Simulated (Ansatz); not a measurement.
Ligand exchange: C2H8GeO2 + Si(CH3)(OH)2(SiH3) → C2H8GeO3 + SiH(CH3)(OH)(SiH3)

Species: C2H8GeO2 `C[CH2][GeH]([OH])[OH]`, singlet; Si(CH3)(OH)2(SiH3), singlet; C2H8GeO3 `C[CH2][Ge]([OH])([OH])[OH]`, singlet; SiH(CH3)(OH)(SiH3), singlet. The partners trade H for OH: Ge–H and Si–OH bonds give way to Ge–OH and Si–H.

Shapes, held fixed at every level: PBE0-D4/def2-TZVP. Flexible molecules stand in one conformer, not always the lowest. Programs: Ansatz 0.2.0. Electronic energies: no zero-point or thermal term.

```
              level                    kind  ΔE (kJ/mol)
      HF/def2-TZVPP            Hartree–Fock        +48.7
  PBE-D4/def2-TZVPP                     GGA        +47.7
B3LYP-D4/def2-TZVPP           global hybrid        +50.7
 wB97M-V/def2-TZVPP  range-separated hybrid        +50.7
 wB97X-V/def2-TZVPP  range-separated hybrid        +47.3
  B2PLYP/def2-TZVPP           double hybrid        +49.0
     MP2/def2-TZVPP     perturbation theory        +46.6
```

MP2/def2-TZVPP gives ΔE = +46.6 kJ/mol; the levels span +46.6 to +50.7. The median of the levels is +48.7. No measured value is set beside it here. Relativity is left out for Ge. Outer-core shells of Ge are correlated, in sets that cover them unevenly.
